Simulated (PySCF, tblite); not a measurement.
A database entry of computed molecular properties. Lists by class give the value and the number of equivalent atoms.

```json
{
 "formula": "C7H17NP",
 "smiles": "CN(C)C[P-]C(C)(C)C",
 "inchi": "InChI=1S/C7H17NP/c1-7(2,3)9-6-8(4)5/h6H2,1-5H3/q-1",
 "charge": -1,
 "multiplicity": 1,
 "geometry_level": "GFN2-xTB",
 "atoms_angstrom": [
  ["C", 2.946, -0.816, 0.444],
  ["N", 1.807, 0.007, 0.124],
  ["C", 2.206, 1.342, -0.246],
  ["C", 0.993, -0.603, -0.922],
  ["P", -0.526, 0.321, -1.477],
  ["C", -1.657, 0.065, 0.037],
  ["C", -1.057, 0.663, 1.309],
  ["C", -1.978, -1.411, 0.277],
  ["C", -2.96, 0.795, -0.291],
  ["H", 3.636, -0.956, -0.412],
  ["H", 2.605, -1.8, 0.769],
  ["H", 3.507, -0.354, 1.261],
  ["H", 2.958, 1.35, -1.057],
  ["H", 2.615, 1.862, 0.624],
  ["H", 1.305, 1.843, -0.601],
  ["H", 1.589, -0.72, -1.851],
  ["H", 0.723, -1.61, -0.585],
  ["H", -0.885, 1.729, 1.171],
  ["H", -1.734, 0.523, 2.159],
  ["H", -0.101, 0.193, 1.525],
  ["H", -1.087, -1.951, 0.59],
  ["H", -2.736, -1.518, 1.061],
  ["H", -2.352, -1.864, -0.639],
  ["H", -3.409, 0.369, -1.186],
  ["H", -2.756, 1.845, -0.488],
  ["H", -3.671, 0.717, 0.537]
 ],
 "electronic_structure_code": "PySCF",
 "results": {
  "GFN2-xTB geometry": {
   "point_group": "C1",
   "rotational_constants_GHz": [2.274, 0.801, 0.773]
  },
  "PBE0/pcSseg-1 ground state and GIAO shieldings, non-relativistic": {
   "homo_eV": 0.88,
   "lumo_eV": 4.87,
   "shift_vs_computed_TMS_C_by_class_ppm": [
    [64.8, 1],
    [46.6, 2],
    [37.3, 3],
    [31.9, 1]
   ],
   "shift_vs_computed_TMS_H_by_class_ppm": [
    [3.14, 2],
    [2.37, 6],
    [1.32, 9]
   ],
   "shielding_other_nuclei_by_class_ppm": [
    ["N", 216.8, 1],
    ["P", 327.0, 1]
   ],
   "charges_hirshfeld_e_by_atom": [-0.09, -0.09, -0.1, -0.1, -0.32, -0.03, -0.15, -0.14, -0.14, 0.0, 0.03, 0.02, 0.0, 0.02, 0.0, -0.01, 0.01, 0.01, 0.0, 0.01, 0.02, 0.0, 0.01, 0.02, 0.02, 0.01]
  },
  "GFN2-xTB harmonic vibrations, gas phase": {
   "strongest_ir_bands_cm-1_km_per_mol_modes": [
    [1013.6, 73.1, 1],
    [2748.3, 156.4, 1],
    [2785.5, 239.4, 1],
    [2910.2, 80.1, 1],
    [2923.5, 335.4, 1],
    [2945.6, 197.7, 1]
   ],
   "zpe_kcal_per_mol": 142.3
  }
 }
}
```

With B = h/(8π²I), that is 505.379 GHz u Å² over I, the principal moments of inertia are 222.2, 630.7 and 653.7 u Å² (most abundant isotopes). The zero-point energy, half the sum of the 72 harmonic wavenumbers, equals 49780 cm⁻¹ or 595 kJ/mol.

 NMR classes are plain means over equivalent atoms (diastereotopic ones count apart unless rotation or inversion swaps them), as if these changed places fast; in this geometry the members of some classes differ. The HOMO energy is positive, so at this level the finite basis confines the outermost electrons. No diffuse functions stand in pcSseg-1, which bears on an anion's orbital energies.

Conformer computed: `[CH3:1][N:2]([CH3:3])[CH2:4][P-:5][C:6]([CH3:7])([CH3:8])[CH3:9]`: C1–N2–C4–P5 180°, N2–C4–P5–C6 -72°, C4–P5–C6–C7 61°.

One conformer stands for the species.
